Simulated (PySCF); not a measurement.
## Static response to an electric field

Compound: C₈H₁₁N.
Cartesian coordinates in Å at the PBE0-D3(BJ)/def2-SVP level; atoms count from 1:
```
atom  x, y, z in Å
N1     1.5639    3.6379    0.0803
C2     1.0643    2.6767    0.4889
C3     0.4310    1.4521    0.9739
C4     1.3718    0.2424    0.7583
C5     0.6120   -1.0856    0.6481
C6    -0.7695   -0.8789    0.0258
C7    -1.6142    0.0105    0.9600
C8    -0.9293    1.2138    0.2868
C9    -0.7605    0.3163   -0.9591
H10    0.2412    1.6013    2.0513
H11    2.1330    0.2095    1.5513
H12    1.9221    0.4139   -0.1781
H13    1.2099   -1.7867    0.0445
H14    0.4884   -1.5564    1.6378
H15   -1.2065   -1.8300   -0.3134
H16   -2.6852   -0.0290    0.7141
H17   -1.4877   -0.1157    2.0483
H18   -1.4921    2.1536    0.1917
H19    0.1137    0.4704   -1.6108
H20   -1.6689    0.3327   -1.5777
```

Level: PBE0/def2-SVPD (PySCF), static field, nuclei fixed, core orbitals frozen in the response. The polarisability tensor in these axes (au):

```
x    89.39   8.36   0.09
y     8.36 100.48  -3.31
z     0.09  -3.31  80.46
```

**Question.** Diagonalise the tensor; give its mean and Δα, where Δα² is half the sum of the squared differences of the eigenvalues.

**Answer.** Principal values 79.62, 85.41 and 105.30 au; mean 90.11 au = 13.35 Å³ = 14.86 × 10⁻⁴⁰ C²·m²/J; Δα = 23.33 au (26 % of the mean).

**Question.** What is the dipole moment, and where does it point?

**Answer.** (-1.91, -3.87, 1.05) D, 4.45 D in size, pointing from the negative to the positive side. Measured along this direction, the outermost atoms are N1 at the negative end and H15 at the positive end.

**Question.** Refractivity n − 1 of an ideal gas of it at 298.15 K and 1 atm, from the electronic α?

**Answer.** N = p/kT = 2.4615 × 10¹⁹ cm⁻³, so n − 1 = 2π × N × 13.35 × 10⁻²⁴ cm³ = 2065 × 10⁻⁶ at long wavelengths.

**Question.** Give the eigenvalues of the traceless quadrupole moment Θ = ½Σq(3rr − r²1), origin at the centre of nuclear charge.

**Answer.** -18.91, 8.89, 10.02 D·Å. The values depend on the origin, since the dipole doesn't vanish. The electronic extent ⟨r²⟩ about the same centre is 1122 bohr², a root-mean-square distance of 2.18 Å for the 66 electrons.

**Question.** In TDDFT the mean static polarisability is Σ f/ω² over all singlet excitations (ω in hartree). How much of it do the 10 lowest give? Their energies (eV) and oscillator strengths: 7.59, 0.0009; 7.81, 0.0089; 7.88, 0.0057; 7.97, 0.0088; 8.07, 0.0263; 8.15, 0.0120; 8.26, 0.0081; 8.40, 0.0015; 8.45, 0.0078; 8.53, 0.0058.

**Answer.** They add up to 0.97 au, 1.1 % of the 90.11 au; the largest single term is 0.30 au, from the state at 8.07 eV. Terms in order: 0.01, 0.11, 0.07, 0.10, 0.30, 0.13, 0.09, 0.02, 0.08, 0.06 au. Higher excitations give the rest. The strengths listed sum to 0.086.

**Question.** What depolarisation ratio follows for Rayleigh scattering of linearly polarised light, taking the static tensor?

**Answer.** ρ = 3Δα²/(45ᾱ² + 4Δα²) = 1632.4/(365391 + 2176.6) = 0.00444.

Geometry: PBE0-D3(BJ)/def2-SVP; no solvent, vibrations or thermal averaging.
